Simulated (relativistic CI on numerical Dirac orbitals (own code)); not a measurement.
Computed by Dirac-Coulomb-Breit CI, orbitals from a KLI potential per configuration, model QED (radiative potential, 1s self-energy scaled to tabulated hydrogen-like ionisation energies), unscaled Slater integrals (own radial code, finite nucleus).

The strongest absorption lines from the ground level of an ion, among the configurations computed and to levels below about 243 eV (vacuum wavelength in nm, gf): 5.1438 (0.45), 5.1875 (0.72), 5.1952 (0.72), 5.2136 (0.42), 5.2224 (0.44), 7.4504 (0.41), 7.6307 (0.38), 9.0147 (1.6).

**Question.** Which ion is it?
A. Mo¹⁵⁺
B. Sr¹¹⁺
C. Kr⁹⁺
D. Sr⁹⁺

**Answer.** B. Sr¹¹⁺ has 27 electrons and the ground level 3s2 3p6 3d9 2D_5/2; the strongest line goes to 3s2 3p5 3d10 2P°_3/2. The pattern of lines fixes the number of electrons, and along that sequence the line energies rise steadily with the charge (about as its square where n changes within one kind of shell, about linearly where n is kept but much faster in heavy ions where fine structure, which grows about as Z⁴, sets the gap, and irregularly where shells cross), which fixes Z. Configurations outside the model, such as inner-shell arrays, can give stronger lines. At this charge energies of transitions that change n are usually good to better than 1 %, and those within a shell (Δn = 0) to a few per cent.

LS names give the leading component of a level, which can be under half, so a name can repeat, a term be missing and a line seem to break the LS rules.
